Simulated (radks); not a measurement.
Results of a calculation; reference values are marked as such.
Pt66+, configuration [Ne] 3s2 (the NIST ground configuration). Code: a radial shooting solver on a logarithmic mesh with Libxc functionals. Model: scalar-relativistic Kohn-Sham, r2SCAN, spin-polarised, spherical densities, finite nucleus; meta-GGA in the generalised Kohn-Sham scheme; Fermi nuclear charge, rms radius 5.427 fm.

Normalised radial functions P(r) = r R(r), r in bohr:

r              1s      2p       3s
0.0008839  1.8594  0.0181   0.3604
0.001217   2.3587  0.0306   0.4551
0.00169    2.9788  0.0527   0.5706
0.002327   3.6892  0.0894   0.6992
0.003205   4.4840  0.1510   0.8355
0.004413   5.3115  0.2535   0.9626
0.006078   6.0731  0.4208   1.0489
0.008437   6.6235  0.6939   1.0422
0.01162    6.7345  1.0989   0.8731
0.016      6.2421  1.6703   0.4734
0.02204    5.0955  2.3950  -0.1803
0.03035    3.4935  3.1652  -0.9802
0.04179    1.8866  3.7357  -1.5964
0.05801    0.7132  3.7647  -1.4934
0.07989    0.1746  3.0517  -0.3074
0.11       0.0229  1.8414   1.5371
0.1515     0.0013  0.7413   2.7341
0.2086     0.0000  0.1723   2.3070
0.2896     0.0000  0.0175   0.9786
0.3989     0.0000  0.0006   0.1903
0.5493     0.0000  0.0000   0.0132

1s: eigenvalue -84340 eV, 0 radial nodes, <r> = 0.0171 bohr, 90 % of the charge inside 0.0313 bohr. 2p: eigenvalue -17554.0 eV, 0 radial nodes, <r> = 0.0641 bohr, 90 % of the charge inside 0.104 bohr. 3s: eigenvalue -7927.9 eV, 2 radial nodes at r = 0.0204, 0.0845 bohr, <r> = 0.172 bohr, 90 % of the charge inside 0.249 bohr.
